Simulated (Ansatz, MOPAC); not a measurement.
System: Si2N2H7, charge -1, multiplicity 1. SMILES: N([SiH2-])[SiH2]N

Atoms: N1, Si2, N3, Si4, H5, H6, H7, H8, H9, H10, H11. Bonds: N1-Si2, N1-H5, N1-H6, Si2-N3, Si2-H7, Si2-H8, N3-Si4, N3-H9, Si4-H10, Si4-H11.

Bond lengths (Å) and angles (degrees) optimised at AM1 with MOPAC; HF/STO-3G with Ansatz (a quantum-chemistry and plane-wave program); HF/6-31G* with Ansatz; PBE/6-31G* with Ansatz; B3LYP/LANL2DZ with Ansatz; B3LYP/6-31G* with Ansatz, each started from the B3LYP-D3(BJ)/def2-TZVP structure (Ansatz) of the last column. A row stands for all coordinates that are equal there; 13 of 25 kinds are shown. 6-31G* holds six Cartesian d functions. No wavenumbers were computed at HF/STO-3G, PBE/6-31G*, B3LYP/LANL2DZ, so these may be saddle points.

```json
[
 {"coordinate": "N1-Si2", "AM1": "1.726", "HF/STO-3G": "1.778", "HF/6-31G*": "1.756", "PBE/6-31G*": "1.787", "B3LYP/LANL2DZ": "1.778", "B3LYP/6-31G*": "1.774", "B3LYP-D3(BJ)/def2-TZVP": "1.757"},
 {"coordinate": "N1-H5", "AM1": "0.984", "HF/STO-3G": "1.029", "HF/6-31G*": "1.003", "PBE/6-31G*": "1.030", "B3LYP/LANL2DZ": "1.016", "B3LYP/6-31G*": "1.020", "B3LYP-D3(BJ)/def2-TZVP": "1.015"},
 {"coordinate": "N1-H6", "AM1": "0.985", "HF/STO-3G": "1.029", "HF/6-31G*": "1.003", "PBE/6-31G*": "1.029", "B3LYP/LANL2DZ": "1.016", "B3LYP/6-31G*": "1.020", "B3LYP-D3(BJ)/def2-TZVP": "1.014"},
 {"coordinate": "Si2-N3", "AM1": "1.683", "HF/STO-3G": "1.710", "HF/6-31G*": "1.689", "PBE/6-31G*": "1.715", "B3LYP/LANL2DZ": "1.724", "B3LYP/6-31G*": "1.701", "B3LYP-D3(BJ)/def2-TZVP": "1.691"},
 {"coordinate": "Si2-H7", "AM1": "1.490", "HF/STO-3G": "1.431", "HF/6-31G*": "1.495", "PBE/6-31G*": "1.522", "B3LYP/LANL2DZ": "1.505", "B3LYP/6-31G*": "1.507", "B3LYP-D3(BJ)/def2-TZVP": "1.499"},
 {"coordinate": "Si2-H8", "AM1": "1.478", "HF/STO-3G": "1.426", "HF/6-31G*": "1.488", "PBE/6-31G*": "1.508", "B3LYP/LANL2DZ": "1.494", "B3LYP/6-31G*": "1.498", "B3LYP-D3(BJ)/def2-TZVP": "1.490"},
 {"coordinate": "N3-Si4", "AM1": "1.707", "HF/STO-3G": "1.853", "HF/6-31G*": "1.848", "PBE/6-31G*": "1.870", "B3LYP/LANL2DZ": "1.879", "B3LYP/6-31G*": "1.865", "B3LYP-D3(BJ)/def2-TZVP": "1.844"},
 {"coordinate": "N3-H9", "AM1": "0.980", "HF/STO-3G": "1.028", "HF/6-31G*": "1.000", "PBE/6-31G*": "1.024", "B3LYP/LANL2DZ": "1.018", "B3LYP/6-31G*": "1.016", "B3LYP-D3(BJ)/def2-TZVP": "1.010"},
 {"coordinate": "N1-Si2-N3", "AM1": "115.3", "HF/STO-3G": "117.3", "HF/6-31G*": "117.2", "PBE/6-31G*": "120.2", "B3LYP/LANL2DZ": "119.7", "B3LYP/6-31G*": "119.0", "B3LYP-D3(BJ)/def2-TZVP": "118.0"},
 {"coordinate": "Si2-N3-Si4", "AM1": "119.7", "HF/STO-3G": "119.7", "HF/6-31G*": "125.7", "PBE/6-31G*": "117.3", "B3LYP/LANL2DZ": "122.9", "B3LYP/6-31G*": "122.5", "B3LYP-D3(BJ)/def2-TZVP": "121.2"},
 {"coordinate": "Si2-N1-H5", "AM1": "121.2", "HF/STO-3G": "109.6", "HF/6-31G*": "112.1", "PBE/6-31G*": "107.2", "B3LYP/LANL2DZ": "118.9", "B3LYP/6-31G*": "109.5", "B3LYP-D3(BJ)/def2-TZVP": "110.5"},
 {"coordinate": "Si2-N1-H6", "AM1": "120.8", "HF/STO-3G": "110.2", "HF/6-31G*": "113.1", "PBE/6-31G*": "110.0", "B3LYP/LANL2DZ": "120.6", "B3LYP/6-31G*": "111.4", "B3LYP-D3(BJ)/def2-TZVP": "112.8"},
 {"coordinate": "N1-Si2-H7", "AM1": "105.7", "HF/STO-3G": "103.5", "HF/6-31G*": "106.5", "PBE/6-31G*": "104.4", "B3LYP/LANL2DZ": "104.3", "B3LYP/6-31G*": "105.2", "B3LYP-D3(BJ)/def2-TZVP": "105.6"}
]
```

Mean signed difference of all 10 bond lengths from B3LYP-D3(BJ)/def2-TZVP: AM1 -0.044 Å, HF/STO-3G -0.018 Å, HF/6-31G* -0.005 Å, PBE/6-31G* 0.020 Å, B3LYP/LANL2DZ 0.013 Å, B3LYP/6-31G* 0.010 Å.
